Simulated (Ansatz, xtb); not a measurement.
## C4H7BrOSi: 3 structures ranked

3 gas-phase structures of C4H7BrOSi, from a drawn sample of its isomers (lower ones may exist). Each was relaxed with GFN2-xTB; where two conformers were screened, the lower at r2SCAN-D4/def2-SVP//GFN2-xTB is listed:

A. `C=C(CC=O)[SiH2]Br`, a singlet
B. `C/C=C(\C=O)[SiH2]Br`, a singlet
C. `C=CC(=C)O[SiH2]Br`, a singlet

Estimate their order in r2SCAN-D4/def2-SVP//GFN2-xTB energy at these geometries, lowest first.

Calculated order at r2SCAN-D4/def2-SVP//GFN2-xTB: C (0.000), B (0.350), A (0.541) eV.

Energies above the lowest of each column, in eV; the last columns are at r2SCAN-D4/def2-SVP geometries:

| structure | GFN2-xTB | HF/STO-3G | r2SCAN-D4/def2-SVP//GFN2-xTB | r2SCAN-D4/def2-SVP | CCSD(T)/def2-SVP + ΔMP2/def2-TZVPP |
| --- | --- | --- | --- | --- | --- |
| C | 0.000 | 0.341 | 0.000 | 0.000 | 0.000 |
| B | 1.386 | 0.000 | 0.350 | 0.407 | 0.643 |
| A | 1.393 | 0.283 | 0.541 | 0.582 | 0.746 |

CCSD(T)/def2-SVP + ΔMP2/def2-TZVPP puts C lowest; HF/STO-3G picks B. Flexible structures stand in one conformer each, not always the lowest. The ΔMP2 step shifts differences by up to 0.260 eV, which makes them less sure. ΔMP2 is the change of the MP2 energy from the smaller to the larger basis.

Programs: Ansatz 0.2.0, xtb 6.7.1.
